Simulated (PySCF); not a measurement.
Two-component Hartree-Fock for Dy (dysprosium, neutral)

Start: [Xe] 4f10 6s2; 4f5/2 filled at m_j = -5/2, -3/2, -1/2, +1/2, +3/2, +5/2; 4f7/2 filled at m_j = +1/2, +3/2, +5/2, +7/2. Calculated with PySCF 2.14 in x2c-SVPall-2c: generalised Hartree-Fock with the X2C-1e Hamiltonian and a Gaussian nucleus; one run each with spin-orbit coupling (SO) switched off, then screened by Boettger's factors.

| spinor shell | electrons | ε, spin-free (eV) | ε, screened SO (eV) | weight of nominal j (screened SO) | rms radius, screened SO (bohr) |
| --- | --- | --- | --- | --- | --- |
| 1s1/2 | 2 | -54055.7 | -54044.5 | 1.000 | 0.0240 |
| 2s1/2 | 2 | -9125.5 | -9122.1 | 1.000 | 0.0971 |
| 2p1/2 | 2 | -8093.2 | -8658.8 | 1.000 | 0.0830 |
| 2p3/2 | 4 | -8093.2 | -7853.1 | 1.000 | 0.0896 |
| 3s1/2 | 2 | -2083.1 | -2081.9 | 1.000 | 0.250 |
| 3p1/2 | 2 | -1759.8 | -1879.6 | 1.000 | 0.241 |
| 3p3/2 | 4 | -1759.8 | -1708.1 | 1.000 | 0.255 |
| 3d3/2 | 4 | -1342.1 | -1364.3 | 0.999 | 0.228 |
| 3d5/2 | 6 | -1342.1 | -1326.2 | 0.999 | 0.231 |
| 4s1/2 | 2 | -436.29 | -435.94 | 1.000 | 0.564 |
| 4p1/2 | 2 | -327.30 | -355.41 | 0.994 | 0.579 |
| 4p3/2 | 4 | -327.30 | -315.02 | 0.997 | 0.609 |
| 4d3/2 | 4 | -175.72 | -183.23 | 0.890 | 0.655 |
| 4d5/2 | 6 | -175.72 | -170.43 | 0.926 | 0.664 |
| 5s1/2 | 2 | -59.659 | -59.602 | 1.000 | 1.40 |
| 5p1/2 | 2 | -31.441 | -35.317 | 0.977 | 1.60 |
| 5p3/2 | 4 | -31.441 | -29.774 | 0.989 | 1.72 |
| 4f5/2 | 6 | -13.655 | -13.770 | 0.719 | 0.945 |
| 4f7/2 | 4 | -13.655 | -13.336 | 0.715 | 0.951 |
| 6s1/2 | 2 | -5.080 | -5.082 | 1.000 | 4.78 |

```tsv
quantity	spin-free	screened SO
E (hartree)	-12148.09191	-12157.01825
M_J	8	8
⟨J²⟩	72.009	72.009
⟨L²⟩	42.002	42.753
⟨S²⟩	6.007	5.899
```

Each row is a mean over spinors that exchange with the open shell spreads, by up to 14.742 eV (4d5/2).

Rows whose weight is well below 1 are mixtures of j = l ± 1/2: exchange outweighs spin-orbit coupling there, and the label is only the starting occupation.

Breit and QED terms are absent; they matter most for the inner s and p1/2 levels.

Densities and radii are taken from the X2C orbitals without a picture-change correction, which distorts them close to the nucleus.

Without spin-orbit coupling the j labels of p, d and f shells carry no meaning; the spin-free column gives the mean over the occupied spinors of each nl shell.
